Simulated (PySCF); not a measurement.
Proton affinity of 4-(trifluoromethyl)pyridine, site by site

Molecule: `FC(F)(F)c1ccncc1` (C6H4F3N). Optimised structure (Å), atoms numbered from 1:
```
F     2.5721    0.7084    0.7077
C     1.9714   -0.0613   -0.2035
F     2.4580   -1.2967   -0.0811
F     2.3308    0.3960   -1.4065
C     0.4746   -0.0281   -0.0400
C    -0.1844    1.1977    0.0466
C    -1.5715    1.1896    0.1746
N    -2.2970    0.0747    0.2211
C    -1.6580   -1.0872    0.1389
C    -0.2731   -1.1998    0.0068
H     0.3677    2.1390    0.0184
H    -2.1210    2.1349    0.2450
H    -2.2768   -1.9905    0.1810
H     0.2089   -2.1764   -0.0533
```

Computed at ωB97X-D3(BJ)/def2-TZVP // PBE0-D3(BJ)/def2-SVP with PySCF (density fitting, grid level 2). Zero-point and thermal terms (298.15 K, 1 bar) come from unscaled GFN2-xTB harmonic frequencies, with soft modes damped to free rotors in the entropy. These were taken at the GFN2-xTB minima.

| site | product | PA / kJ/mol | GB / kJ/mol |
| --- | --- | --- | --- |
| N8 (pyridine-type nitrogen) | `FC(F)(F)c1cc[nH+]cc1` | 911 | 879 |

PA is −ΔH and GB is −ΔG of B + H⁺ → BH⁺ in the gas phase. Sites whose products fell apart, merged with another or lost in a GFN2-xTB screen aren't listed.

In acetone the product from N8 is solvated 230 kJ/mol more strongly than the parent (electrostatics only).

In THF the product from N8 is solvated 209 kJ/mol more strongly than the parent (electrostatics only).

Measured values (NIST Chemistry WebBook, evaluated or the median of agreeing entries): proton affinity (−ΔH) 894 kJ/mol (computed 911, difference 17); gas-phase basicity (−ΔG) 862 kJ/mol (computed 879, difference 17).

Structures, frequencies and single points took 6.3 min of wall time on 1 thread of Arm Neoverse V1 (shared host), launched as `OMP_NUM_THREADS=1 python redox_run.py task.json out`.
